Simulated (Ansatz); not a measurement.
`CBP` + H₂Te → `P[TeH]` + `BC` at 500 K and 1 bar (cleavage of the P–B bond).

Isolated molecules relaxed with PBE0-D4/def2-TZVP in Ansatz; ΔE leaves out vibrations. CCSD(T)/CBS adds triple-zeta CCSD(T) − MP2 to the extrapolated MP2 energy (def2 sets, frozen cores). This one scheme is used for every species. Elements past krypton have def2 core potentials. For Te outer-core shells are correlated without core-valence functions, which leaves a few kJ/mol of doubt a bond. Each species was taken in one conformer, which may not be the lowest.

```json
{"species": "`CBP`", "CCSD(T)/CBS energy (Eh)": "-407.38441", "H − E (kJ/mol)": "210.5", "S (J/(mol·K))": "347.9"}
{"species": "H₂Te", "CCSD(T)/CBS energy (Eh)": "-268.91024", "H − E (kJ/mol)": "48.9", "S (J/(mol·K))": "247.6"}
{"species": "`P[TeH]`", "CCSD(T)/CBS energy (Eh)": "-610.46278", "H − E (kJ/mol)": "90.9", "S (J/(mol·K))": "324.3"}
{"species": "`BC`", "CCSD(T)/CBS energy (Eh)": "-65.83255", "H − E (kJ/mol)": "172.2", "S (J/(mol·K))": "281.8"}
```

H − E and S are ideal-gas, rigid-rotor, harmonic terms from PBE0-D4/def2-TZVP, for one conformer and one mirror image of each species. 1 Eh = 2625.50 kJ/mol, R = 8.31446 J/(mol·K).

**Question.** By hand: ΔE, ΔH, ΔS and ΔG.

**Answer.** ΔE = (-610.46278) + (-65.83255) − (-407.38441) − (-268.91024) = -0.00068 Eh = -1.8 kJ/mol. Δ(H − E) = 90.9 + 172.2 − 210.5 − 48.9 = 3.7, so ΔH = 1.9 kJ/mol. ΔS = 324.3 + 281.8 − 347.9 − 247.6 = 10.6 J/(mol·K). ΔG = 1.9 − 500 × (10.6)/1000 = -3.4 kJ/mol.

**Question.** By hand: the equilibrium constant, and the temperature at which ΔG would vanish if ΔH and ΔS stayed fixed.

**Answer.** log₁₀ K = −ΔG/(RT ln 10) = 0.4. ΔG = 0 at ΔH/ΔS = 179 K, though so small a ΔH makes that figure unsure.

TΔS isn't small against ΔH here. The sign of ΔG lies within the doubt. A doubt of 5 kJ/mol in ΔE shifts log₁₀ K by 0.5 here. Other conformers and mirror images would add mixing entropy, several J/(mol·K) or more a flexible species. These are equilibria of isolated gas molecules and say nothing of rates. Largest T1 diagnostic: 0.015 (customary marks: 0.02 for closed shells, 0.045 for open ones).
